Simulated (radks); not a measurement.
Values are calculated unless marked as measured or tabulated.
Species: Xe XXXV. Configuration: [Ar] 3d2 (the NIST ground configuration).

Level of theory: Dirac Kohn-Sham, PBE, spin-unpolarised, spherical densities, finite nucleus; open shells fill j = l - 1/2 first; Fermi nuclear charge, rms radius 4.7859 fm (a radial shooting solver on a logarithmic mesh with Libxc functionals).

Energy parts (hartree):
total: -6592.38231
kinetic: 7054.03832
electron-nucleus: -14676.38428
Hartree: 1158.30408
exchange-correlation: -128.34042

Orbitals (lengths in bohr, moments of r in powers of bohr):
orbital  occ.  eigenvalue (hartree)  <1/r>
1s1/2       2             -1325.861  58.11
2s1/2       2             -258.6525  13.70
2p1/2       2             -247.3091  13.65
2p3/2       4             -235.2185  12.56
3s1/2       2             -93.29112  5.311
3p1/2       2             -88.94773  5.242
3p3/2       4             -86.15994  4.964
3d3/2       2             -79.38685  4.841
3d5/2       0             -78.74411  4.770

The highest occupied level is 3d3/2 at -2160.2 eV. The density falls to 0.001 e/bohr^3 at r = 0.84 bohr. For comparison, the ionisation energy in NIST's Atomic Spectra Database is 2209 eV (theoretical). In exact Kohn-Sham theory the highest level is minus the ionisation energy, but local and semilocal functionals leave it too shallow, through self-interaction and a potential that decays too fast; potentials with the right tail come closer. Summed over all electrons, <r^2> = 0.9618 bohr^2, which gives a Langevin (diamagnetic) susceptibility term of -0.762 x 10^-6 cm^3/mol.

Beside tabulated values, note that spin-unpolarised runs miss the spin-polarisation part of the exchange energy of open shells.
